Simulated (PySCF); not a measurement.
Geometry (Å), atoms numbered from 1 in this order:
```xyz
17

C    -1.2898    1.4012    0.1734
C    -1.0471   -0.0506    0.5543
C     0.0990   -0.7352   -0.1924
C     0.2133   -2.2081    0.1888
Ge    1.8317    0.1721    0.0856
H    -2.1725    1.8069    0.6901
H    -1.4594    1.5076   -0.9103
H    -0.4345    2.0448    0.4349
H    -0.8626   -0.1230    1.6415
H    -1.9703   -0.6319    0.3738
H    -0.1014   -0.6636   -1.2773
H     0.4507   -2.3296    1.2589
H    -0.7380   -2.7367    0.0069
H     0.9970   -2.7266   -0.3842
H     1.9302    1.5087   -0.6758
H     2.0315    0.4502    1.5915
H     2.9740   -0.7438   -0.3999
```

Geometry: PBE0-D3(BJ)/def2-SVP; GIAO shifts from PySCF 2.14.0 with density-fitted response routines, gas phase, non-relativistic, averaged over equivalent atoms.

At PBE0/pcSseg-1 (169 basis functions, 34 s wall time on 1 thread of an Arm Neoverse N1, shared host):
```csv
atoms,δ (ppm)
C2,33.0
C3,24.2
C4,22.3
C1,16.9
Ge5,-204.4
H15/H16/H17,3.76
H10,1.52
H12/H13/H14,1.17
H9,1.15
H6/H7/H8,1.00
H11,0.97
```

Referencing at the same level of theory: TMS for $^{13}$C (σ = 184.41 ppm) and $^{1}$H (σ = 31.27 ppm); GeMe4 for $^{73}$Ge (σ = 1330.28 ppm).

Task: What do these become at wB97X-D/pcSseg-1?

Result: 
| atoms | δ at wB97X-D/pcSseg-1 | change |
| --- | --- | --- |
| C2 | 32.2 | -0.8 |
| C3 | 22.3 | -1.9 |
| C4 | 22.2 | -0.1 |
| C1 | 17.0 | +0.1 |
| Ge5 | -202.7 | +1.7 |
| H15/H16/H17 | 3.74 | -0.02 |
| H10 | 1.46 | -0.06 |
| H12/H13/H14 | 1.15 | -0.02 |
| H9 | 1.10 | -0.05 |
| H6/H7/H8 | 1.00 | +0.00 |
| H11 | 0.85 | -0.12 |

δ = σ(ref) − σ, references computed at the same level: $^{13}$C (184.54 ppm) and $^{1}$H (31.38 ppm) against TMS; GeMe4 for $^{73}$Ge (1329.87 ppm).

The largest change is at C3 (sp3 CH bonded to Ge). Cost: 169 basis functions, 41 s wall time on 1 thread of an Arm Neoverse N1, shared host. The order of the carbon signals is the same at both levels.

Relativistic effects, spin–orbit coupling among them, are left out; they matter for Ge and for the light atoms bonded to it.
